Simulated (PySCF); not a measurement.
Can point charges reproduce the dipole moment of `[pH]1[pH]p1C(C)(C)C`?

Coordinates (GFN2-xTB, Å) and charges (e) from the PBE0/pcSseg-1 density (PySCF):

| atom | x | y | z | Mulliken | IAO | Hirshfeld | ESP-fitted |
| --- | --- | --- | --- | --- | --- | --- | --- |
| C1 | -1.191 | -1.015 | 0.692 | -0.1454 | -0.4136 | -0.1240 | -0.5067 |
| C2 | -0.434 | 0.134 | 0.023 | -0.7511 | -0.0908 | -0.0085 | +0.8536 |
| C3 | -1.347 | 1.360 | -0.075 | -0.1588 | -0.4159 | -0.1224 | -0.6848 |
| C4 | 0.028 | -0.262 | -1.374 | -0.1509 | -0.4147 | -0.1272 | -0.5621 |
| P5 | 0.968 | 0.681 | 1.198 | +0.1008 | +0.1138 | +0.0518 | -0.2797 |
| P6 | 2.746 | 0.598 | -0.049 | -0.1038 | -0.0098 | +0.0215 | -0.1682 |
| P7 | 2.372 | -0.994 | 1.380 | -0.0508 | -0.0090 | 0.0000 | -0.1536 |
| H8 | -1.503 | -0.731 | 1.696 | +0.1218 | +0.1412 | +0.0377 | +0.1366 |
| H9 | -2.079 | -1.265 | 0.113 | +0.1171 | +0.1393 | +0.0425 | +0.1010 |
| H10 | -0.569 | -1.906 | 0.768 | +0.1154 | +0.1366 | +0.0331 | +0.1118 |
| H11 | -2.215 | 1.134 | -0.692 | +0.1189 | +0.1400 | +0.0436 | +0.1549 |
| H12 | -1.693 | 1.660 | 0.913 | +0.1244 | +0.1425 | +0.0372 | +0.1410 |
| H13 | -0.813 | 2.198 | -0.520 | +0.1215 | +0.1411 | +0.0383 | +0.1884 |
| H14 | 0.517 | 0.576 | -1.870 | +0.1373 | +0.1447 | +0.0308 | +0.1235 |
| H15 | 0.724 | -1.102 | -1.350 | +0.1167 | +0.1325 | +0.0297 | +0.1106 |
| H16 | -0.834 | -0.558 | -1.971 | +0.1189 | +0.1411 | +0.0426 | +0.1267 |
| H17 | 3.501 | 1.352 | 0.859 | +0.0968 | 0.0000 | -0.0133 | +0.1708 |
| H18 | 1.815 | -1.852 | 0.426 | +0.0711 | -0.0190 | -0.0128 | +0.1363 |

Compute μ = Σ q r for each scheme (1 e·Å = 4.803 D) and compare with the dipole of the full density.

The full density gives (-1.48, -0.28, -1.14) D, 1.89 D in size; dipole vectors point from the negative to the positive end.

| scheme | μx | μy | μz | size (D) | share of the full size (%) | angle to the full dipole (°) |
| --- | --- | --- | --- | --- | --- | --- |
| Mulliken | -0.67 | -0.18 | -0.49 | 0.85 | 45 | 4 |
| IAO | -0.41 | 0.44 | 0.10 | 0.60 | 32 | 71 |
| Hirshfeld | 0.00 | 0.28 | 0.18 | 0.33 | 18 | 117 |
| ESP-fitted | -1.38 | -0.26 | -1.05 | 1.75 | 93 | 0 |

Which set comes closest?

Length of the difference vector: ESP-fitted 0.14 D, Mulliken 1.05 D, IAO 1.80 D, Hirshfeld 2.07 D. Closest: ESP-fitted. ESP charges are fitted to the potential around the molecule, whose slowest-falling term is the dipole's. 

What is left for the Hirshfeld atoms' own dipoles?

The Hirshfeld atoms' densities add up to the full density, so μ = Σ q r + Σ (atomic dipoles). The atomic dipoles sum to (-1.48, -0.28, -1.14) − (0.00, 0.28, 0.18) = (-1.48, -0.56, -1.32) D, 2.07 D in size.

With the origin at the mean of the coordinates, (0.000, 0.000, 0.009) Å, which are the largest single terms, by size, of the IAO dipole along the direction of the full one?

C3 -1.81, C4 -1.70, H11 +1.34, C1 -1.33, H16 +1.31 D; all 18 atoms together +0.19 D. The single terms depend on the origin, their sum doesn't.

Give the size of the full dipole in other units.

1.89 D = 0.745 au = 0.394 e·Å = 6.32 × 10⁻³⁰ C·m.

Isolated species at its GFN2-xTB geometry, gas phase.

Shape of the structure used: `[CH3:1][C:2]([CH3:3])([CH3:4])[p:5]1[pH:6][pH:7]1`: C1–C2–P5–P6 127°.
